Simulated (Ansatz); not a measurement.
`BC[SiH2]Cl` + HCl → `BCCl` + `[SiH3]Cl`  (substitution at a C–Si bond)

Isolated molecules relaxed with PBE0-D4/def2-TZVP in Ansatz; ΔE leaves out vibrations. CCSD(T)/CBS is the MP2 limit (def2-TZVPP, def2-QZVPP) plus CCSD(T) − MP2 in def2-TZVPP, frozen cores. This one scheme is used for every species. Functionals use def2-TZVPP. B3LYP here is the variant with VWN-RPA as its local correlation; programs differ in this. One conformer a species, not always the lowest.

Task: Is it downhill or uphill in electronic energy at CCSD(T)/CBS, and by how much? (An estimate is asked.)

Result: Computed: Uphill: ΔE = +91.5 kJ/mol.

Task: What do these levels give: r2SCANh-D4, BHLYP-D4, B2PLYP, PBE-QIDH, revPBE, BLYP, r2SCAN, B3LYP, BHLYP, MP2/def2-SVP, SCS-MP2/def2-TZVPP, CCSD/CBS(def2)? (Estimate.)

Result: The calculation gave: r2SCANh-D4 92.4, BHLYP-D4 86.2, B2PLYP 85.4, PBE-QIDH 92.8, revPBE 81.6, BLYP 75.9, r2SCAN 90.7, B3LYP 79.5, BHLYP 81.0, MP2/def2-SVP 96.1, SCS-MP2/def2-TZVPP 89.0, CCSD/CBS(def2) 89.8 kJ/mol.

Largest T1 diagnostic among the species: 0.010.

In def2-TZVPP, CCSD(T) changes the Hartree–Fock value by +18.9 kJ/mol (the triples alone add +1.6 kJ/mol) and MP2 by +23.2 kJ/mol. Leaving LDA and LC-ωPBE aside and taking each functional with its dispersion term where it has one, the values, not all of them listed here, spread over 10.5 kJ/mol, from BLYP-D4 to B97M-V. LDA lies +8.5 kJ/mol from PBE without D4.
